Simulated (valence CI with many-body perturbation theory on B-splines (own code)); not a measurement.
Basis-set convergence for Sr XXV

Computed by valence CI with perturbative core correlation (CI+MBPT): four valence electrons over a frozen Dirac-Fock core [Ne], radial functions for each j: 9 s, 9 p, 8 d, 6 f, 3 g, 1 h, with the one-electron correlation potential Σ1, the two-electron term Σ2, the three-electron term Σ3, Breit, model QED; selected CI, second order for the rest, scaled by the run's own slope (own B-spline code, finite nucleus).

No measured levels were compared; by estimate levels of excited configurations hold to 0.05 to 0.15 % of their energy, terms of the ground configuration to about 0.5 %.

The reference run has the lowest level 3s2 3p2 3P_0 and an ionisation energy of 1164.01 eV. Its largest variational space holds 20000 state functions.

Names give the largest LS component (configuration and term), which can be under half, so a name can repeat, a term be missing and a line seem to break the LS rules; names also repeat where a configuration has a term twice. Letters in brackets count levels of one name in rising energy.

Changed runs:
A. basis 6 s, 6 p, 5 d, 3 f, 1 g
B. basis 5 s, 5 p, 4 d, 2 f

Excitation energies of the reference run in cm⁻¹, and shifts in cm⁻¹:

```
                 Level  Reference       A      B
          3s2 3p2 3P_1      93030     -48   -137
          3s2 3p2 3P_2     122339     +23   +111
          3s2 3p2 1D_2     239276     +31   +153
          3s2 3p2 1S_0     313504    +148   +464
          3s 3p3 5S°_2     537361    -209   -649
          3s 3p3 3D°_1     648684    -0.8    +26
          3s 3p3 3D°_2     665974     -49   -125
          3s 3p3 3D°_3     700922     -35    -74
          3s 3p3 3P°_0     767920     +47   +192
          3s 3p3 1D°_2     772416     +33    +34
          3s 3p3 3P°_1     780109     +31   +135
   3s2 3p 3d 3F°_2 [a]     846014    +115   +299
Ionisation energy (eV)    1164.01  -0.026  -0.08
```
